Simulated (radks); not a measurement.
The numbers below are computed, except where a source is named.
Isoelectronic series with 6 electrons, all held in the configuration [He] 2s2 2p2, which need not be the ground one along the series. Code: a radial shooting solver on a logarithmic mesh with Libxc functionals. Model: Dirac Kohn-Sham, PBE, spin-unpolarised, spherical densities, finite nucleus; open shells are shared between the two j in proportion to 2j + 1; Fermi nuclear charge, rms radius of each element as measured or else 0.836 A^(1/3) + 0.57 fm. Total energies (hartree) and mean radii <r> (bohr):

ion,E (hartree),2p3/2,2p1/2,2s1/2,1s1/2
C,-37.76481,1.800,1.799,1.571,0.2706
S10+,-335.77438,0.3799,0.3782,0.4307,0.09646
Sc15+,-599.05575,0.2746,0.2725,0.3154,0.07271
Fe20+,-939.83202,0.2150,0.2125,0.2482,0.05820
Ga25+,-1359.52624,0.1766,0.1736,0.2041,0.04841
Nb35+,-2443.28518,0.1299,0.1260,0.1494,0.03596
Pd40+,-3112.24891,0.1146,0.1102,0.1312,0.03174
Sb45+,-3870.05480,0.1025,0.09757,0.1166,0.02833

Estimate the row of Kr30+.

Answer. E (hartree) -1859.93839; 2p3/2 0.1497; 2p1/2 0.1463; 2s1/2 0.1728; 1s1/2 0.04133.
